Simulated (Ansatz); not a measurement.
Molecule: C4H2FS, charge -1, multiplicity 1. It need not be the lowest isomer of its formula. Whether it binds its extra electron was not tested at this geometry. 
Coordinates optimised at B3LYP-D3(BJ)/def2-TZVP (Ansatz, a first-principles code):
```
C
C 1 1.3584
F 2 1.3696 1 125.86
H 1 1.0871 2 120.03 3 0.00
C 1 1.4487 4 124.68 2 -180.00
C 5 1.3530 1 108.13 4 180.00
H 6 1.0825 5 131.47 1 -180.00
S 2 1.7256 1 114.53 4 -180.00
```
Charge -1, spin multiplicity 1.

Basis-set convergence of Hartree-Fock and CCSD(T) correlation energies (hartree) with Ansatz. Correlated levels leave the core frozen unless marked. Spin-orbit coupling is left out. Non-relativistic. This anion needs diffuse functions, which these sets lack.

The Hartree-Fock reference is unstable (checked in the largest basis), which strains HF and MP2. 

```csv
basis,functions,E(HF),"E(corr, CCSD(T))"
cc-pV(D+d)Z,103,-649.51950,-0.90949
cc-pV(T+d)Z,217,-649.61187,-1.13553
cc-pV(Q+d)Z,399,…,…
```

Problem. Fill in the missing entries.

Solution. 
- cc-pV(Q+d)Z, E(HF): -649.63616
- cc-pV(Q+d)Z, E(corr, CCSD(T)): -1.21098
